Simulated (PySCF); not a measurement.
Se(SiH3)2 (H6SeSi2), SMILES [SiH3][Se][SiH3].

Coordinates come from a PBE0-D3(BJ)/def2-SVP optimisation.

Two levels are set side by side: TDDFT-PBE/def2-SVPD (PySCF) and TDDFT-CAM-B3LYP/def2-SVPD (PySCF). Vertical, same geometry. The lowest singlet is HOMO→LUMO 99 % with PBE and HOMO→LUMO 97 % with the other functional; states are paired by order. Differences are taken from unrounded values.

```csv
quantity,TDDFT-CAM-B3LYP
lowest singlet excitation (eV),5.47
lowest triplet excitation (TDA) (eV),5.08
```

### Question
What does TDDFT-PBE give, and how far is it from TDDFT-CAM-B3LYP? (The exact figures need the calculation; the answer reports its results.)

### Answer

| quantity | TDDFT-PBE | TDDFT-PBE minus TDDFT-CAM-B3LYP |
|---|---|---|
| lowest singlet excitation (eV) | 4.81 | -0.66 |
| lowest triplet excitation (TDA) (eV) | 4.50 | -0.58 |

A lower first singlet is the usual sign of a functional without exact exchange. Differences between two approximate levels are no errors against the true value.

Rough cost on one machine, each run with all the roots and properties that it gave: TDDFT-CAM-B3LYP against TDDFT-PBE about 8 times.
